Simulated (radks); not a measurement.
Question: Pr+, configuration [Xe] 4f3 5d0.5 6s0.5 (fractional occupations, a model configuration). All-electron calculation, Dirac Kohn-Sham, PBE, spin-unpolarised, spherical densities, point nucleus; open shells are shared between the two j in proportion to 2j + 1. Program: a radial shooting solver on a logarithmic mesh with Libxc functionals.

Spin-orbit splittings of the eigenvalues, e(l+1/2) - e(l-1/2), with zeta = 2 splitting/(2l+1) and mean radii in bohr:

shell  occ.  splitting (eV)  zeta (eV)  <r> j=l-1/2  <r> j=l+1/2
2p        6           482.3      321.5      0.08605      0.09236
3p        6           95.55      63.70       0.2617       0.2740
3d       10           20.59      8.237       0.2452       0.2491
4p        6           20.56      13.71       0.6402       0.6681
4d       10           3.607      1.443       0.7215       0.7315
4f        3               ?          ?        1.178        1.201
5p        6           2.766      1.844        1.709        1.798
5d      0.5          0.1876    0.07503        2.943        3.006

Estimate the 4f splitting.

Answer: 0.3409 eV (zeta = 0.09741 eV).
